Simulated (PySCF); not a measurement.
Molecule: `InChI=1S/C2H3BF2S/c4-3(5)2-1-6-2/h2H,1H2/t2-/m0/s1`.

Atom-mapped SMILES (the numbers label the heavy atoms): `[F:1][B:2]([F:3])[C@@H:4]1[CH2:5][S:6]1`. Hydrogens are named by the atom that carries them. Ha(C5) is cis to B2 on the ring; Hb(C5) is trans to B2 on the ring.

Geometry PBE0-D3(BJ)/def2-SVP throughout; GIAO in PySCF 2.14.0 with density-fitted response routines, gas phase, one conformer, non-relativistic; equivalent atoms averaged; functional PBE0.

Problem. How do the shifts δ (against CFCl3, BF3·OEt2, TMS, CS2 at the same level) depend on the basis set? (ppm; last column core-seconds on shared hosts with different chips, so compare them loosely)

Solution. 
```csv
basis set,functions,F1/F3,B2,C5,C4,S6,Ha(C5),Hb(C5),H(C4),core-s
STO-3G,37,-2.8,16.6,28.5,20.1,-138.7,1.49,1.46,1.11,2.5
6-31G,64,-86.4,22.4,23.2,14.7,-203.7,2.79,2.61,1.98,5.3
pcSseg-0,64,-72.7,25.5,25.9,14.3,-209.8,2.44,2.43,1.64,4.3
6-31G*,94,-81.9,21.7,23.6,13.5,-198.4,2.51,2.49,1.88,7.9
def2-SVP,103,-67.1,23.2,23.8,13.6,-179.1,2.23,2.22,1.61,8.2
cc-pVDZ,103,-76.4,23.5,25.1,15.8,-203.2,2.34,2.33,1.67,7.4
pcSseg-1,124,-86.0,25.6,25.9,14.7,-211.3,2.52,2.56,1.95,11
aug-cc-pVDZ,169,-89.2,22.4,24.7,14.9,-191.3,2.59,2.56,2.07,14
"6-311+G(2d,p)",188,-98.9,24.6,25.0,15.0,-201.3,2.61,2.56,2.04,19
def2-TZVP,210,-92.4,24.1,24.9,14.4,-205.1,2.55,2.54,2.00,23
cc-pVTZ,226,-88.3,23.6,25.1,14.9,-201.0,2.53,2.52,1.97,22
IGLO-III,249,-96.0,25.3,25.2,14.5,-190.3,2.62,2.60,2.10,24
pcSseg-2,265,-96.1,24.7,26.1,15.5,-204.2,2.64,2.63,2.11,31
```

Problem. Which nucleus moves most, in ppm?

Solution. F1/F3 (fluorine bonded to B): from -98.9 ppm with 6-311+G(2d,p) to -2.8 ppm with STO-3G. The smallest spread is 1.01 ppm, at H(C4). Proton shifts span only some 12 ppm, so a few tenths of a ppm matter as much there as several ppm in carbon.

Problem. Taking the largest basis, pcSseg-2 (265 functions), as the yardstick, rank the others by their worst heavy-atom deviation.

Solution. 6-311+G(2d,p) 2.9 ppm (188 functions), def2-TZVP 3.7 ppm (210 functions), cc-pVTZ 7.7 ppm (226 functions), 6-31G 9.6 ppm (64 functions), pcSseg-1 10.1 ppm (124 functions), aug-cc-pVDZ 12.9 ppm (169 functions), IGLO-III 13.9 ppm (249 functions), 6-31G* 14.1 ppm (94 functions), cc-pVDZ 19.7 ppm (103 functions), pcSseg-0 23.3 ppm (64 functions), def2-SVP 29.0 ppm (103 functions), STO-3G 93.2 ppm (37 functions).

A small basis that lands close on one nucleus may do so by chance; judge by the trend and by all nuclei.
